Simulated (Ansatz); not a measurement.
C2HF3Ti (`C#[C][Ti]([F])([F])[F]`), relaxed with RKS PBE-D4/def2-SVP in Ansatz 0.2.0 from a rough embedded geometry. The force threshold is 0.03 eV/Å; the program also tests the step.

The species carries charge 0 and has multiplicity 1.

Start:

```xyz
7

C    -1.602   -0.610    1.413
C    -0.681   -0.291    0.636
Ti    0.840    0.308   -0.693
F     2.286    0.980    0.219
F     0.137    1.735   -1.826
F     1.336   -1.187   -1.813
H    -2.315   -0.935    2.064
```

| step | energy (eV) | largest force (eV/Å) | largest move (Å) |
| --- | --- | --- | --- |
| 1 | -33332.3348 | 3.496 | 0.000 |
| 2 | -33333.4954 | 1.279 | 0.148 |
| 3 | -33333.5893 | 0.179 | 0.042 |
| 4 (rejected) | -33333.5825 | 0.930 | 0.035 |
| 5 | -33333.5933 | 0.028 | 0.017 |

End:

```xyz
7

C    -1.508   -0.605    1.350
C    -0.625   -0.250    0.558
Ti    0.809    0.324   -0.726
F     2.170    0.904    0.197
F     0.170    1.594   -1.733
F     1.266   -1.054   -1.690
H    -2.282   -0.913    2.044
```

Hardware: 4 threads of an Arm Neoverse V2 on a shared host. Wall time 6 s, peak host memory 0.16 GiB.
